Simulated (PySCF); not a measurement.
Nb(SH)4 (doublet state).
Structure used (PBE0-D3(BJ)/def2-SVP), in Å, numbered top down from 1:
```
atom  x, y, z in Å
Nb1   -0.0209    0.0168    0.0034
S2    -0.0920   -0.0761    2.3456
H3     0.3140    1.1942    2.5983
S4     2.1805    0.0012   -0.7896
H5     2.4648   -1.3067   -0.5635
S6    -1.0556    2.0002   -0.7121
H7    -0.5870    1.9960   -1.9856
S8    -1.0682   -1.8914   -0.8668
H9    -2.1356   -1.9342   -0.0297
```

The calculation used PBE0-D3(BJ)/def2-SVP geometry optimisation, gas phase, def2 core potentials past Kr in PySCF 2.14.0.

**Question.** Which atoms are bound to Nb1, and at what distances?

**Answer.** 4 atoms: S4 2.340 Å, S8 2.344 Å, S2 2.345 Å, S6 2.349 Å. The nearest atom not counted as bound is H7, at 2.86 Å (others tie with it).

**Question.** List the angles at Nb1.

**Answer.** 
| angle | degrees | distance of the outer atoms (Å) |
| --- | --- | --- |
| S6–Nb1–S8 | 112.2 | 3.89 |
| S2–Nb1–S4 | 111.5 | 3.87 |
| S2–Nb1–S8 | 109.0 | 3.82 |
| S2–Nb1–S6 | 108.9 | 3.82 |
| S4–Nb1–S6 | 108.5 | 3.80 |
| S4–Nb1–S8 | 106.8 | 3.76 |

**Question.** What is the shape at Nb1?

**Answer.** Tetrahedral: angles from 106.8° to 112.2°; τ4 = (360° − α − β)/141° = 0.97 with α and β the two widest (0 for a square, 1 for a tetrahedron).

**Question.** What are the other bond lengths?

**Answer.** S2–H3 and 3 like bonds 1.357 Å.

Point group: near S4, missed by 0.12 Å at most; the miss may be what the optimiser left on a soft mode (C2 holds within 0.08 Å). Charge 0, doublet. ⟨S²⟩ = 0.758 (exact for a doublet: 0.75). Whether it is a minimum is left open (no frequencies).

For an open-shell metal species like this, the optimisation's SCF solution wasn't tested for stability and no frequencies at its level were run, so a lower state or another shape may exist.
